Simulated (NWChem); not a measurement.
Molecule: CuF; SMILES [F][Cu]

All runs: NWChem. Pople sets run with spherical d functions. Geometry: optimised at PBE-D3(BJ)/def2-SVP. Static field.

Task: Order these by “anisotropy (bohr³)”, lowest first: PBE/def2-SVP; PBE/def2-SVPD; PBE/def2-TZVPD; PBE/def2-TZVP.

Result: PBE/def2-TZVPD (3.5), PBE/def2-SVPD (4.3), PBE/def2-TZVP (6.2), PBE/def2-SVP (7.1)
